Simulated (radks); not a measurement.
Problem. The mean radii <r> (bohr) of the occupied orbitals of an atom or ion are listed with their occupations. All-electron calculation, Dirac Kohn-Sham, PBEsol, spin-unpolarised, spherical densities, point nucleus. Program: a radial shooting solver on a logarithmic mesh with Libxc functionals.

orbital  occ.      <r>
1s1/2       2  0.02972
2s1/2       2   0.1282
2p1/2       2   0.1085
2p3/2       4   0.1137
3s1/2       2   0.3483
3p1/2       2   0.3392
3p3/2       4   0.3503
3d3/2       4   0.3217
3d5/2       6   0.3252
4s1/2       2   0.8271
4p1/2       2   0.8668
4p3/2       4   0.8918
4d3/2       4    1.008
4d5/2       2    1.017

Name the element and its charge. Open shells, if any, fill j = l - 1/2 first.

Solution. Z = 49, indium, charge +7: In7+ in [Kr] 4d6. The 1s radius gives Z: for a bare nucleus <r> = (2 gamma + 1)/(2Z) with gamma = sqrt(1 - (Z/c)^2), 0.02926 bohr for Z = 49, and screening makes it slightly larger (0.02972 here). The occupations add up to 42, and the charge is Z minus that.
